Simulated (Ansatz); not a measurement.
Born–Oppenheimer molecular dynamics of BF₂H₃OS (8 atoms, charge 0, multiplicity 1). It starts at the highest image of a converged band. Of that band: Neighbouring images differ by up to 1.8 eV, so the band resolves the path poorly. A vibrational analysis at the climbing image gives one clearly imaginary mode, 1764i cm⁻¹: a first-order saddle point.

Method: Ansatz, RHF/def2-SVP.

```
ensemble                      : NVE (velocity Verlet)
time step                     : 0.5 fs
steps asked                   : 200
starting velocities drawn for : 100 K
seed                          : 7244
```

First frame:

```xyz
8
Properties=species:S:1:pos:R:3
B 0.118 0.234 0.275
O -0.341 -0.181 1.632
H -1.119 -0.727 1.630
F 1.387 -0.049 0.022
F -0.787 -0.042 -0.664
S -0.079 2.292 0.864
H 1.165 2.466 1.320
H -0.453 1.035 1.812
```

**Question.** How far do the bonds stretch over the last three quarters of this one trajectory? (Pairs bonded in most of those frames.)

**Answer.** 
```
 bond  mean (Å)  spread (Å)  shortest  longest
B1–O2     1.345       0.039      1.27     1.41
B1–F4     1.313       0.033      1.25     1.37
B1–F5     1.317       0.024      1.27     1.36
O2–H3     0.949       0.006      0.94     0.96
S6–H7     1.336       0.012      1.32     1.35
S6–H8     1.353       0.064      1.26     1.44
```

Mean temperature of the second half: 2264 K. The conserved energy stayed within 0.25 meV per atom of its start (net change -0.13 meV per atom), so the integration is sound. The kinetic energy rose, since the run started high on the potential surface and went downhill. It ends in pieces (BF2HO + H2S), so much of that is their flight and rotation, not heat. A run of 0.1 ps of so small a system gives no equilibrium averages. The orbitals stay closed-shell, which can raise the energy where a bond breaks towards radicals; this wasn't checked here.

Run time: 3.6 min on 1 thread of Arm Neoverse V2, on a shared host, peak memory 0.16 GiB.
